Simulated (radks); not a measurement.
Valence configurations of neutral europium (all share [Xe]). Method: scalar-relativistic Kohn-Sham, PBEsol, spin-polarised, spherical densities, finite nucleus; open shells are filled with parallel spins first (spin-orbit coupling, left out, can overturn this in heavy ions); Fermi nuclear charge, rms radius 5.1115 fm; computed with a radial shooting solver on a logarithmic mesh with Libxc functionals. Energies are relative to 4f7 6s2; eigenvalues in eV for spin up.

valence,E (eV),moment (Bohr magnetons),e(4f),e(5d),e(6p),e(6s)
4f7 6s2,0.000,7,-4.131,-,-,-3.739
4f7 5d0.5 6s1.5,0.748,8,-3.467,-1.590,-,-3.705
4f7 6s1.5 6p0.5,1.000,8,-4.751,-,-1.714,-4.300
4f7 6s1 6p1,1.776,9,-5.257,-,-2.040,-4.737
4f7 6p2,4.489,9,-6.477,-,-2.534,-
4f6 5d1 6s2,4.565,7,-9.934,-3.077,-,-4.302
4f6 6p3,12.266,9,-15.248,-,-3.460,-
4f5 6s2 6p2,22.052,7,-23.429,-,-3.435,-7.364
4f4 5d1 6s2 6p2,39.683,7,-30.833,-10.308,-3.542,-7.769

NIST lists [Xe] 4f7 6s2 as the ground configuration; this level of theory agrees among the configurations tried. The energies are those of spherical high-spin densities, not of single terms. No valid solution was reached for [Xe] 4f8 6s1.
